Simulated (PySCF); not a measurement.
The vertical singlet excitations below were computed for one of the candidates. Method used: PySCF, TDDFT wB97X-D/def2-SVPD, vertical, gas phase, core orbitals frozen in the response. Geometries: GFN2-xTB, one conformer each.

```json
{"state": "S1", "λ (nm)": "250.7", "f": "0.011"}
{"state": "S2", "λ (nm)": "237.1", "f": "0.0006"}
{"state": "S3", "λ (nm)": "226.6", "f": "0.029"}
{"state": "S4", "λ (nm)": "220.5", "f": "0.193"}
{"state": "S5", "λ (nm)": "199.3", "f": "0.028"}
{"state": "S6", "λ (nm)": "188.1", "f": "0.196"}
{"state": "S7", "λ (nm)": "182.9", "f": "0.072"}
{"state": "S8", "λ (nm)": "179.3", "f": "0.088"}
```

Triplets computed (Tamm–Dancoff): 4.23, 4.35, 4.74 eV.

**Question.** Which candidate is it? All have the formula C6H8NP.
A. `CCc1ccpcn1`
B. `CPc1ccncc1`
C. `C#CCPCCC#N`

**Answer.** B. Its S1 lies at 4.94 eV; the nearest of the others has S1 at 4.01 eV. S1 is HOMO-1→LUMO (72%), HOMO→LUMO (23%). Löwdin shares by element: HOMO phosphorus 47%, carbon 20% or more, nitrogen 9% (atoms not listed hold the other 24%); LUMO carbon 45% or more, nitrogen 20% (atoms not listed hold the other 36%). At the same level the other candidates give, for their lowest levels:
- `CCc1ccpcn1`: 309 nm (f 0.005); 288 nm (f 0.001); 256 nm (f 0.090); 239 nm (f 0.183); 220 nm (f 0.010); T1 3.26 eV; HOMO -8.86, LUMO -0.01 eV
- `C#CCPCCC#N`: 193 nm (f 0.040); 190 nm (f 0.074); 185 nm (f 0.025); 183 nm (f 0.008); 182 nm (f 0.025); T1 5.32 eV; HOMO -9.00, LUMO 1.83 eV

Conformer computed: `[CH3:1][PH:2][c:3]1[cH:4][cH:5][n:6][cH:7][cH:8]1`: C1–P2–C3–C4 123°.
